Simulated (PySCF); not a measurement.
Run record: geometry optimisation, [Mo(NMe)(CN)4]- (`C[N]=[Mo-]([C]#N)([C]#N)([C]#N)[C]#N`) [radical].

Computed with PBE0-D3(BJ)/def2-SVP geometry optimisation, gas phase, def2 core potentials past Kr (PySCF 2.14.0). Start geometry: GFN2-xTB. A driver script takes a list of jobs; this job's settings line and coordinates (Å) are shown.

Input:
```
{"job": {"xc": "PBE0", "basis": "def2-SVP", "d3": "d3bj", "grid": 1, "maxiter": 30, "shake": 0.03, "kind": "geom"}, "charge": -1, "multiplicity": 2}
Mo     0.065820    -0.071990    -0.569970
N     -0.015920    -0.016210     1.159360
C     -0.061330    -0.019450     2.564350
H     -0.857580     0.369740     2.973110
H      0.140560    -1.052850     2.942650
H      0.793040     0.637550     2.980540
C      1.981980    -0.004050    -1.314820
N      3.079190     0.014180    -1.745420
C     -0.007650     1.974950    -1.241760
N     -0.030630     3.037050    -1.667240
C     -1.964450     0.007890    -1.304570
N     -2.992150     0.030590    -1.745160
C     -0.088510    -1.918730    -1.327910
N     -0.061800    -3.032490    -1.659940
```

**Question.** Give the output.

**Answer.** 
```
step   0  E = -533.43874711  max force = 0.132007
step   1  E = -533.47102984  max force = 0.022755
step   2  E = -533.47318553  max force = 0.009363
step   3  E = -533.47422100  max force = 0.007369
step   4  E = -533.47454119  max force = 0.004399
step   5  E = -533.47464140  max force = 0.000998
step   6  E = -533.47466221  max force = 0.000871
step   7  E = -533.47467451  max force = 0.000782
step   8  E = -533.47468023  max force = 0.000493
step   9  E = -533.47468197  max force = 0.000145
optimisation converged
```

Energies in Eh; «max force» is the largest Cartesian gradient component in Eh/bohr.

**Question.** Give the first gradient maximum in eV/Å.

**Answer.** With 1 Eh/bohr = 51.422 eV/Å, 6.788 eV/Å.

**Question.** How much energy does the optimisation release, in eV?

**Answer.** E(step 0) − E(last step) = 0.035935 Eh, which is 0.978 eV.

Summary of the converged run: final energy -533.47468 Eh after 9 steps.

**Question.** How long does this job take on an Arm Neoverse V2 with one thread, no GPU, on a shared host? And the peak memory of the process?

**Answer.** About 10 min, with 1.1 GiB resident at the peak, the Python interpreter and its libraries included.
Labels such as C1 count atoms from 1, the log's own numbers from 0.
